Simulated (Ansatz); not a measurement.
Al(Me)2(F) (C₂H₆AlF), SMILES [CH3][Al]([CH3])[F].

Geometry: B3LYP-D3(BJ)/def2-SVP. The isomer is the one that the SMILES or the coordinates give; other isomers of the formula were not compared.

Two levels are set side by side: PBE/def2-SVPD (Ansatz, a first-principles code) and PBE0/def2-SVPD (Ansatz). Energy differences of separate SCF runs at the same geometry; the states with an electron removed or added have multiplicity 2 and 2. Differences are taken from unrounded values.

```csv
quantity,PBE0,PBE,PBE minus PBE0
vertical ionisation energy (eV),10.13,9.84,-0.29
vertical singlet–triplet gap (eV),5.69,5.33,-0.36
```
